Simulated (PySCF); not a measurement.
## Excitation energy of Hf by level of theory

Hf [Xe] 4f14 5d2 6s2 (3F) → Hf [Xe] 4f14 5d1 6s2 6p1 (high-spin determinant), as a difference of total energies. Computed with PySCF 2.14 in aug-cc-pVTZ-PP with ECP60MDF (6s6p5d3f2g, 88 functions), with a scalar-relativistic core potential. Correlated levels: valence: 5s2 5p6 frozen. The calculations carry no spin-orbit coupling.

```json
{"method": "UHF", "excitation energy (cm⁻¹)": "13365"}
{"method": "LDA", "excitation energy (cm⁻¹)": "18567"}
{"method": "PBE", "excitation energy (cm⁻¹)": "18301"}
{"method": "PBE0", "excitation energy (cm⁻¹)": "17551"}
{"method": "r2SCAN", "excitation energy (cm⁻¹)": "19519"}
{"method": "BHandHLYP", "excitation energy (cm⁻¹)": "17267"}
{"method": "TPSS", "excitation energy (cm⁻¹)": "18101"}
{"method": "wB97X", "excitation energy (cm⁻¹)": "15928"}
{"method": "B3LYP", "excitation energy (cm⁻¹)": "18267"}
{"method": "MP2 (valence)", "excitation energy (cm⁻¹)": "15160"}
{"method": "SCS-MP2 (valence)", "excitation energy (cm⁻¹)": "14624"}
```

The determinant of the upper state mixes LS terms, which raises its energy above the lowest term, most at the Hartree-Fock and MP2 levels.
